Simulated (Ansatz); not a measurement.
Job for Ansatz (a program for electronic structure): R-PBE/def2-TZVPPD on CH3I (SMILES CI) with ghost functions, monomers drawn apart or pushed together. Elements past Kr take the def2 small-core potentials; no spin–orbit coupling. Files ending in .json are basis or fitting sets from the Basis Set Exchange.

Ansatz 0.2 input:
```yaml
crystal:
  periodic: [false, false, false]
  atoms:
    - {symbol: C, position_ang: [2.20969470, -0.08979116, 5.72819687]}
    - {symbol: I, position_ang: [1.49762359, 1.87706379, 6.25821452]}
    - {symbol: H, position_ang: [1.84859029, -0.77528805, 6.48596869]}
    - {symbol: H, position_ang: [1.80504318, -0.32267637, 4.74978062]}
    - {symbol: H, position_ang: [3.29243077, -0.04476256, 5.71485552]}
basis:
  gaussian:
    orbitals: def2-TZVPPD.json
    ghost_atoms:
      - {symbol: C, position_ang: [-0.36684336, -0.09415075, 0.76662074]}
      - {symbol: C, position_ang: [-0.26250146, -1.05475692, 0.05944209]}
      - {symbol: H, position_ang: [-0.44791120, 0.75045712, 1.40921915]}
      - {symbol: H, position_ang: [-0.17604532, -1.90233454, -0.57582001]}
hamiltonian:
  xc: {name: PBE}
scf: {lower_state_search: off}
```

Problem. Predict the final total energy.

Solution. -337.5623 hartree.
